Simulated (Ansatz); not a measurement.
Saddle point of Si$_{2}$NH$_{9}$O, singlet (Si₂NH₇ ([NH2][SiH2][SiH3]) + H₂O → Si₂H₆O ([OH][SiH2][SiH3]) + NH₃; bonds formed: Si1–O7, N2–H6; bonds broken: Si1–N2, H6–O7), PBE0-D4/def2-TZVP structure:

```xyz
13
angstrom
Si -0.6507 -0.3913 0.3221
N 0.8855 -0.6887 1.3604
H -1.7741 0.1737 1.1175
H -1.0869 -1.8472 0.2748
Si -0.3018 0.1596 -1.9171
H 0.9534 0.4988 1.3114
O 0.3546 1.4245 0.6159
H 1.6268 -1.1910 0.8870
H 0.7081 -1.1316 2.2533
H -0.9027 -0.8211 -2.8669
H 1.1697 0.1702 -2.1592
H -0.8418 1.5090 -2.2269
H -0.1404 2.1349 1.0276
```

Energies are electronic, without zero-point energy. Barriers and step energies count from the start structure reached by relaxing down the imaginary mode; all methods use the PBE0-D4 structures, on which another method's saddle can fall below an end. Program: Ansatz 0.2.0. Basis: def2-TZVPP, with def2-QZVPP for the basis limit. Cores are frozen in the correlated methods. B3LYP uses VWN-RPA correlation. Extrapolation: Hartree–Fock as exp(−7.88 √X), correlation as X^−2.97.

```
      method  barrier (kcal/mol)  step energy (kcal/mol)
       SPW92               13.71                   -6.59
      PBE-D4               20.02                   -7.05
     BLYP-D4               23.35                   -8.06
   r2SCAN-D4               21.92                   -8.40
      B97M-V               25.07                   -9.63
     PBE0-D4               22.80                   -7.46
    B3LYP-D4                   ?                   -8.31
  r2SCAN0-D4               23.89                   -8.45
    BHLYP-D4               28.39                   -9.10
CAM-B3LYP-D4               25.10                   -8.47
     wB97X-V               24.89                   -8.48
     wB97M-V               24.20                   -8.76
      B2PLYP               25.59                   -8.33
    PBE-QIDH               24.29                   -7.98
  RPA on PBE                   ?                   -8.37
          HF               37.43                  -10.06
         MP2                   ?                   -8.18
        CCSD               27.85                   -8.50
     CCSD(T)               25.92                   -8.23
```

Q: Fill in the withheld barriers. (Judge from chemistry; the value comes from the calculation.)

A: By the calculation: RPA on PBE 25.57; B3LYP-D4 25.21; MP2 24.36 kcal/mol. Each is the energy of the saddle less that of the start structure, by the same method.

For comparison, the barrier by CCSD(T) at an estimated basis limit (MP2 extrapolated from triple and quadruple zeta, plus CCSD(T) − MP2 in triple zeta) is 25.80 kcal/mol.

The T1 diagnostic stays at or below 0.013.

The step is the kind of ligand exchange by which a precursor binds to a hydroxyl group, or is hydrolysed, in atomic layer deposition of oxides.

Labels in which every atom is bracketed show which atoms are joined, not bond orders.

For scale, one of the runs: CCSD(T)/def2-TZVPP, 272 basis functions, launched by `ansatz run in.yaml --threads 8 --pin off --events-out ev --progress --plain --max-ram 19148MiB`. Time: 24 s of wall clock on 8 CPU threads of an Intel Xeon 6975P-C; the host was shared. Peak host memory: 7.6 GiB.
